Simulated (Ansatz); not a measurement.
Ideal-gas functions of `[OH][In]([Cl])[Cl]` at 500 K and 1 bar, from an Ansatz frequency run at PBE0-D4/def2-TZVP.

Molar mass 202.73 g/mol, point group Cs (symmetry number 1), electronic degeneracy 1, moments of inertia 148.045, 283.4, 431.444 u Å². Harmonic wavenumbers (cm⁻¹, unscaled): 88, 112, 117, 313, 361, 394, 626, 850, 3873.

Use S(trans) = R[1.5 ln M + 2.5 ln T − 1.1517]; rotational temperatures θ = 24.2544 K / I; S(rot) = R[ln(√π/σ · √(T³/θAθBθC)) + 1.5]; for each mode x = 1.438777 ν̃/T, S = R[x/(eˣ − 1) − ln(1 − e⁻ˣ)] and H = RT x/(eˣ − 1); 1 cm⁻¹ = 0.0119627 kJ/mol; R = 8.31446 J/(mol·K).

Task: By hand: the entropy, in J/(mol·K).

Result: Translation 185.9. Rotation: θ = 0.1638, 0.0856, 0.0562 K, giving 124.4. Vibration, mode by mode: 19.76, 17.76, 17.41, 9.46, 8.36, 7.70, 4.46, 2.68, 0.00, in all 87.6. Electronic 0.0. Sum 397.9 J/(mol·K).

Task: By hand: H − E and G − E in kJ/mol, counted from the electronic energy.

Result: Zero-point energy ½ × 6734 × 0.0119627 = 40.3; thermal vibration 20.3; translation, rotation and pV give 4 RT = 16.6. H − E = 77.2 kJ/mol, and G − E = 77.2 − 500 × 397.9/1000 = -121.7 kJ/mol.

Vibration gives 22 % of the entropy, 54.9 J/(mol·K) of it from the modes under 150 cm⁻¹: soft modes count most, and the harmonic formula is weakest for them. The sum counts one conformer and one mirror image; others add a mixing term.
